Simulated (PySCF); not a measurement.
CH5FO2SSi, SMILES O[Si](F)(SC)O.

The structure is a stationary point at B3LYP-D3(BJ)/def2-SVP. The values are those of a single conformer.

Vertical ionisation energy (IE) and electron affinity (EA) in eV. Rows of orbital energies are one-electron estimates. Where ΔSCF, EOM or ADC give a negative EA the extra electron is unbound and the value depends on the basis.

```
level                                           IE    EA
--------------------------------------------  ----  ----
−ε(HOMO), −ε(LUMO), r2SCAN/def2-TZVP (PySCF)   [?]   [?]
−ε(HOMO), −ε(LUMO), PBE/def2-TZVP (PySCF)     6.00  0.76
```

Problem. Fill in the missing entries. (Estimate from the structure and the level; the computed values follow.)

Solution. 
- −ε(HOMO), −ε(LUMO), r2SCAN/def2-TZVP (PySCF), IE: 6.27
- −ε(HOMO), −ε(LUMO), r2SCAN/def2-TZVP (PySCF), EA: 0.43
